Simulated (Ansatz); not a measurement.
Geometry optimisation, RKS PBE0/def2-SVP (Ansatz 0.2.0).

Input:

```yaml
crystal:
  periodic: [false, false, false]
  atoms:
    - { symbol: C, position_ang: [-1.5066, 0.2782, 0.9829] }
    - { symbol: Si, position_ang: [-0.4729, -1.0292, 0.2704] }
    - { symbol: C, position_ang: [1.2335, -0.3852, -0.0125] }
    - { symbol: Al, position_ang: [1.3552, 0.9952, -1.4494] }
    - { symbol: H, position_ang: [-1.1145, 0.6876, 1.9021] }
    - { symbol: H, position_ang: [-1.6272, 1.1741, 0.2433] }
    - { symbol: H, position_ang: [-2.5415, -0.0815, 1.17] }
    - { symbol: H, position_ang: [-0.9902, -1.4856, -1.0092] }
    - { symbol: H, position_ang: [-0.4193, -2.1258, 1.2686] }
    - { symbol: H, position_ang: [1.647, 0.0636, 0.966] }
    - { symbol: H, position_ang: [1.9138, -1.2292, -0.2732] }
    - { symbol: H, position_ang: [2.6729, 1.69, -1.8517] }
    - { symbol: H, position_ang: [-0.1297, 1.4131, -2.1924] }
basis:
  gaussian: { orbitals: def2-SVP }
hamiltonian:
  xc: pbe0
relax:
  f_tol: 0.02
  max_steps: 50
```

Run as:

```bash
$ ansatz run input.yaml --threads 2 --pin off --max-ram 3072MiB --backend cpu --events-out ev --progress --plain --runs-dir out
```

Where does it end, and by what steps?

The run converged. After 29 steps the energy has fallen by 0.376 eV; H13 moved furthest, 1.67 Å.

| step | energy less start (eV) | largest force component (eV/Å) | accepted |
| --- | --- | --- | --- |
| 0 | 0.0000 | 2.112 | yes |
| 2 | -0.3361 | 0.128 | yes |
| 4 | -0.3398 | 0.037 | yes |
| 6 | -0.3410 | 0.035 | yes |
| 8 | -0.3420 | 0.037 | yes |
| 10 | -0.3448 | 0.094 | yes |
| 12 | -0.3505 | 0.177 | yes |
| 14 | -0.3536 | 0.207 | no |
| 16 | -0.3610 | 0.047 | yes |
| 18 | -0.3657 | 0.189 | yes |
| 20 | -0.3719 | 0.021 | yes |
| 22 | -0.3725 | 0.076 | yes |
| 24 | -0.3751 | 0.041 | yes |
| 26 | -0.3758 | 0.038 | yes |
| 28 | -0.3762 | 0.022 | yes |
| 29 | -0.3763 | 0.019 | yes |

```xyz
13
Properties=species:S:1:pos:R:3
C -1.691 0.176 0.884
Si -0.373 -1.037 0.305
C 1.291 -0.188 0.077
Al 1.383 1.050 -1.430
H -1.409 0.628 1.849
H -1.837 0.994 0.161
H -2.657 -0.334 1.019
H -0.807 -1.645 -0.998
H -0.271 -2.161 1.293
H 1.516 0.345 1.019
H 2.057 -0.973 -0.057
H 2.059 0.599 -2.800
H 0.759 2.513 -1.307
```

The run took 66 s on 2 threads of AMD EPYC 7B13 (Zen 3) (shared host), peak memory 0.26 GiB.
